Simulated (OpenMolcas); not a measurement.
Eu3+: effect of the ligand basis

Eu3+ with 6 ligands (fluoride) in octahedral coordination (Oh) at 2.26 Å. A charge of +0.5 e stands 2.4 Å behind each ligand.

| Quantity | Value |
| --- | --- |
| Program | OpenMolcas |
| Method | CASSCF |
| Spin-orbit coupling | RASSI with atomic mean-field integrals over the reference wave functions |

Fixed: metal basis ANO-RCC-VTZP, active space 6 electrons in 7 orbitals (4f), DKH2 Hamiltonian.

States (labels of O, the rotations of Oh). Energies in cm-1 above the lowest state or level, χT in cm3 K/mol; under a threefold ground state the first gap can be a small split of the lowest multiplet, not the spin-orbit step.

| Run | Ligand basis | Ground state | First state of that spin | First gap with spin-orbit (degeneracies) | χT at 300 K | Cost |
| --- | --- | --- | --- | --- | --- | --- |
| A | ANO-RCC-VDZP | 7T1 | 7T2 582.6 | 362.9 (1, 3) | 1.353 | roughly 2.1 core-minutes |
| B | ANO-RCC-VTZP | 7T1 | 7T2 594.7 | 362.1 (1, 3) | 1.355 | roughly 4 core-minutes |

Costs are those of the RASSCF and RASSI steps.

High states are left out of the spin-orbit mixing, which shifts the levels that they would mix with. Without dynamic correlation the ligand-field splitting of an f shell can come out too small, at times by half. No measured value stands beside these numbers; the geometry is a model, was not optimised and need not be the one that this ion takes.
